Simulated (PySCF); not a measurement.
AlAsH₄O. Atoms are numbered in the order given.

```xyz
7

Al     1.2632     0.3793     0.0632
As    -0.8865    -0.6563    -0.1922
H     -0.5559    -1.0706    -1.6183
H     -1.5086     0.6631    -0.6168
H      2.6254    -0.2726    -0.4216
O      1.2780     1.8753     0.8839
H      2.0473     2.4034     1.1075
```

The structure is a stationary point at ωB97X-D3(BJ)/def2-SVP. The values are those of a single conformer.

Computed with B3LYP/pcSseg-1 run with PySCF.

GIAO shieldings, no solvent; atoms listed in one row are averaged. δ = σ(ref) − σ: ⁷⁵As against AsH3 (σ = 1863.6 ppm); ¹H against TMS (σ = 31.68 ppm); ¹⁷O against H2O (σ = 333.8 ppm), references at their B3LYP-D3(BJ)/def2-TZVP geometries, non-relativistic.

Computed chemical shifts:
| nucleus | atoms | count | δ (ppm) |
|---|---|---|---|
| ⁷⁵As | As2 | 1 | -109.8 |
| ¹H | H5 | 1 | 5.54 |
| ¹H | H7 | 1 | 3.61 |
| ¹H | H4 | 1 | 1.69 |
| ¹H | H3 | 1 | 1.28 |
| ¹⁷O | O6 | 1 | 92.2 |
